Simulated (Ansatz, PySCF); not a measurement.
BClH, SMILES [BH]Cl (connectivity only; charge and spin as stated), charge +1, multiplicity 1. Atoms are numbered in the order given.

```xyz
3

B      0.0000     0.0000    -1.0912
Cl     0.0000     0.0000     0.5034
H      0.0000     0.0000    -2.2639
```
Charge +1, spin multiplicity 1.

Geometry optimised at TPSSh-D3(BJ)/def2-TZVPD. The multiplicity is an assumed one; other spin states were not compared. The isomer is the one that the SMILES or the coordinates give; other isomers of the formula were not compared.

Two levels are set side by side: PBE-D3(BJ)/def2-TZVPD (Ansatz, an electronic-structure program) and TPSSh-D3(BJ)/def2-TZVPD (PySCF). Each level has its own optimised geometry; the coordinates shown are those of the second. Frequencies come from the Hessian of PySCF at each geometry. Differences are taken from unrounded values.

| quantity | TPSSh-D3(BJ) |
|---|---|
| mean bond length (Å) | 1.384 |
| bond B1–Cl2 (Å) | 1.595 |
| bond B1–H3 (Å) | 1.173 |
| highest harmonic wavenumber (cm⁻¹) | 2856 |
| mean harmonic wavenumber (cm⁻¹) | 1353 |
| zero-point energy (kcal/mol) | 7.74 |

Q: What does PBE-D3(BJ) give, and how far is it from TPSSh-D3(BJ)? (Estimate from the structure and the level; the computed values follow.)

A: 
```csv
quantity,PBE-D3(BJ),PBE-D3(BJ) minus TPSSh-D3(BJ)
mean bond length (Å),1.390,0.007
bond B1–Cl2 (Å),1.599,0.004
bond B1–H3 (Å),1.182,0.009
highest harmonic wavenumber (cm⁻¹),2785,-71
mean harmonic wavenumber (cm⁻¹),1320,-33
zero-point energy (kcal/mol),7.55,-0.19
```

GGA bonds tend to be longer and softer than those of functionals with exact exchange. Differences between two approximate levels are no errors against the true value.
